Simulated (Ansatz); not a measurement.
CH3NO2Si (`N=C1O[SiH]1O`), 8 atoms. Charge 0, multiplicity 1. All runs use 2 threads of an Intel Xeon 6975P-C on a shared host. Correlated methods freeze the cores.

Task: How many basis functions does each run have, and how long does it take in Ansatz? RKS ωB97M-V/def2-SVP energy; RHF-MP2/def2-QZVPP energy; RKS LC-ωPBE/def2-TZVPP energy; RKS PBE0-D4/def2-QZVPP energy; RHF-CCSD(T)/def2-SVP energy; RKS PBE0-D4/def2-TZVP frequencies; RKS CAM-B3LYP-D4/def2-TZVPP energy; RKS PBE0-D4/def2-TZVP relaxation (10 steps); RKS SPW92 (LDA)/def2-TZVPP energy; RKS revPBE-D4/def2-TZVPP energy; RKS PBE0-D4/def2-SVP energy; RHF-CCSD(T)/def2-TZVPP energy. (Best estimate.)

Result: Computed: Other jobs shared the machine, so times are rough.

```csv
level,job,functions,wall time,peak host memory (GiB)
RKS PBE0-D4/def2-SVP,energy,89,0.9 s,0.2
RKS SPW92 (LDA)/def2-TZVPP,energy,208,1.5 s,0.26
RKS revPBE-D4/def2-TZVPP,energy,208,2.3 s,0.26
RKS ωB97M-V/def2-SVP,energy,89,2.6 s,0.28
RKS LC-ωPBE/def2-TZVPP,energy,208,2.6 s,0.34
RKS CAM-B3LYP-D4/def2-TZVPP,energy,208,3.9 s,0.49
RHF-CCSD(T)/def2-SVP,energy,89,4.3 s,0.34
RKS PBE0-D4/def2-QZVPP,energy,388,7 s,1.1
RHF-MP2/def2-QZVPP,energy,388,19 s,1.8
RKS PBE0-D4/def2-TZVP,relaxation (10 steps),179,35 s,0.42
RHF-CCSD(T)/def2-TZVPP,energy,208,46 s,3.2
RKS PBE0-D4/def2-TZVP,frequencies,179,110 s,0.43
```

LC-ωPBE has ω = 0.4 bohr⁻¹.
